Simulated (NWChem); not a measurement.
System: CH$_{3}$Cl$_{2}$OV; SMILES [CH3][V](=[O])([Cl])[Cl]

Input file for NWChem:

```
start job
memory heap 200 mb stack 900 mb global 1100 mb
geometry units angstroms
  V      0.132598     0.173084    -0.166030
  O      0.984998     0.972684    -1.126130
  Cl     0.957749    -0.276517     1.585169
  Cl    -1.095126    -1.162589    -0.977544
  C     -1.128002     1.716684     0.309870
  H     -0.565220     2.543486     0.751428
  H     -1.866502     1.348384     1.030170
  H     -1.636861     2.080938    -0.586359
end
basis spherical
  * library def2-svp
end
dft
  xc pbe0
  iterations 150
end
driver
  maxiter 120
end
task dft optimize
```

Excerpt of the output:

```
             Northwest Computational Chemistry Package (NWChem) 7.3.0
             --------------------------------------------------------

 CS  symmetry detected

                             Geometry "geometry" -> ""
                             -------------------------

 Output coordinates in angstroms (scale by  1.889725989 to convert to a.u.)

  No.       Tag          Charge          X              Y              Z
 ---- ---------------- ---------- -------------- -------------- --------------
    1 V                   23.0000     0.16610558     0.21129949     0.00000000
    2 O                    8.0000     1.19045131     1.32415754     0.00000000
    3 Cl                  17.0000    -0.81978148    -0.08212125     1.70050853
    4 Cl                  17.0000    -0.81978148    -0.08212125    -1.70050853
    5 C                    6.0000     1.53364722    -1.31451962     0.00000000
    6 H                    1.0000     2.16883294    -1.25451086     0.88769914
    7 H                    1.0000     0.98898215    -2.26488680     0.00000000
    8 H                    1.0000     2.16883294    -1.25451086    -0.88769914

 Effective nuclear repulsion energy (a.u.)     488.0259874229

      Symmetry information
      --------------------

 Group name             Cs
 Group number              2
 Group order               2
 No. of unique centers     6

                                Z-matrix (autoz)
                                --------

 Units are Angstrom for bonds and degrees for angles

      Type          Name      I     J     K     L     M      Value
      ----------- --------  ----- ----- ----- ----- ----- ----------
    1 Stretch                  1     2                       1.51253
    2 Stretch                  1     3                       1.98741
    3 Stretch                  1     4                       1.98741
    4 Stretch                  1     5                       2.04897
    5 Stretch                  5     6                       1.09319
    6 Stretch                  5     7                       1.09538
    7 Stretch                  5     8                       1.09319
    8 Bend                     1     5     6               110.29920
    9 Bend                     1     5     7               108.31371
   10 Bend                     1     5     8               110.29920
   11 Bend                     2     1     3               116.39674
   12 Bend                     2     1     4               116.39674
   13 Bend                     2     1     5                95.50272
   14 Bend                     3     1     4               117.66114
   15 Bend                     3     1     5               102.77628
   16 Bend                     4     1     5               102.77628
   17 Bend                     6     5     7               109.66620
   18 Bend                     6     5     8               108.58829
   19 Bend                     7     5     8               109.66620
   20 Torsion                  2     1     5     6          59.97363
   21 Torsion                  2     1     5     7         180.00000
   22 Torsion                  2     1     5     8         -59.97363
   23 Torsion                  3     1     5     6         -58.70047
   24 Torsion                  3     1     5     7          61.32590
   25 Torsion                  3     1     5     8        -178.64773
   26 Torsion                  4     1     5     6         178.64773
   27 Torsion                  4     1     5     7         -61.32590
   28 Torsion                  4     1     5     8          58.70047

                           NWChem Geometry Optimization
                           ----------------------------

 maximum gradient threshold         (gmax) =   0.000450
 rms gradient threshold             (grms) =   0.000300
 maximum cartesian step threshold   (xmax) =   0.001800
 rms cartesian step threshold       (xrms) =   0.001200
 fixed trust radius                (trust) =   0.300000
 source of zmatrix                         =   autoz

          -------------------
          Energy Minimization
          -------------------

 Using diagonal initial Hessian
 Scaling for Hessian diagonals: bonds = 1.00  angles = 0.25  torsions = 0.10

          --------
          Step   0

                                 NWChem DFT Module
                                 -----------------

 Summary of "ao basis" -> "ao basis" (spherical)
 ------------------------------------------------------------------------------
       Tag                 Description            Shells   Functions and Types
 ---------------- ------------------------------  ------  ---------------------
 V                          def2-svp                11       31   5s3p2d1f
 O                          def2-svp                 6       14   3s2p1d
 Cl                         def2-svp                 8       18   4s3p1d
 C                          def2-svp                 6       14   3s2p1d
 H                          def2-svp                 3        5   2s1p

      Symmetry analysis of basis
      --------------------------

        a'         68
        a"         42

[...]

      ----------------------
      Optimization converged
      ----------------------

  Step       Energy      Delta E   Gmax     Grms     Xrms     Xmax
  ---- ---------------- -------- -------- -------- -------- --------
@    7   -1978.53323769 -1.7D-07  0.00008  0.00002  0.00052  0.00112
                                     ok       ok       ok       ok

                                Z-matrix (autoz)
                                --------

 Units are Angstrom for bonds and degrees for angles

      Type          Name      I     J     K     L     M      Value     Gradient
      ----------- --------  ----- ----- ----- ----- ----- ---------- ----------
    1 Stretch                  1     2                       1.53281   -0.00008
    2 Stretch                  1     3                       2.14213   -0.00001
    3 Stretch                  1     4                       2.14213   -0.00001
    4 Stretch                  1     5                       1.98233   -0.00006
    5 Stretch                  5     6                       1.10066    0.00003
    6 Stretch                  5     7                       1.10092    0.00003
    7 Stretch                  5     8                       1.10066    0.00003
    8 Bend                     1     5     6               107.80704    0.00001
    9 Bend                     1     5     7               106.74837    0.00001
   10 Bend                     1     5     8               107.80704    0.00001
   11 Bend                     2     1     3               111.07316   -0.00000
   12 Bend                     2     1     4               111.07316   -0.00000
   13 Bend                     2     1     5               102.30864    0.00001
   14 Bend                     3     1     4               117.64368   -0.00000
   15 Bend                     3     1     5               106.69365    0.00000
   16 Bend                     4     1     5               106.69365    0.00000
   17 Bend                     6     5     7               111.80607   -0.00001
   18 Bend                     6     5     8               110.62504   -0.00001
   19 Bend                     7     5     8               111.80607   -0.00001
   20 Torsion                  2     1     5     6          59.72823    0.00000
   21 Torsion                  2     1     5     7         180.00000    0.00000
   22 Torsion                  2     1     5     8         -59.72823   -0.00000
   23 Torsion                  3     1     5     6         -56.99280   -0.00000
   24 Torsion                  3     1     5     7          63.27897   -0.00000
   25 Torsion                  3     1     5     8        -176.44926   -0.00000
   26 Torsion                  4     1     5     6         176.44926    0.00000
   27 Torsion                  4     1     5     7         -63.27897    0.00000
   28 Torsion                  4     1     5     8          56.99280    0.00000

                         Geometry "geometry" -> "geometry"
                         ---------------------------------

 Output coordinates in angstroms (scale by  1.889725989 to convert to a.u.)

  No.       Tag          Charge          X              Y              Z
 ---- ---------------- ---------- -------------- -------------- --------------
    1 V                   23.0000     0.24071148     0.12499309     0.00000000
    2 O                    8.0000     1.13893299     1.36705061     0.00000000
    3 Cl                  17.0000    -0.85716287    -0.03158040     1.83272474
    4 Cl                  17.0000    -0.85716287    -0.03158040    -1.83272474
    5 C                    6.0000     1.56246330    -1.35237413     0.00000000
    6 H                    1.0000     2.18059171    -1.25099933     0.90503887
    7 H                    1.0000     0.98832373    -2.29172371     0.00000000
    8 H                    1.0000     2.18059171    -1.25099933    -0.90503887

 Effective nuclear repulsion energy (a.u.)     466.9506868085

      Symmetry information
      --------------------

 Group name             Cs
 Group number              2
 Group order               2
 No. of unique centers     6

                Final and change from initial internal coordinates
                --------------------------------------------------

                                Z-matrix (autoz)
                                --------

 Units are Angstrom for bonds and degrees for angles

[...]
```

Level: PBE0/def2-SVP. Not confirmed as a minimum by frequencies.
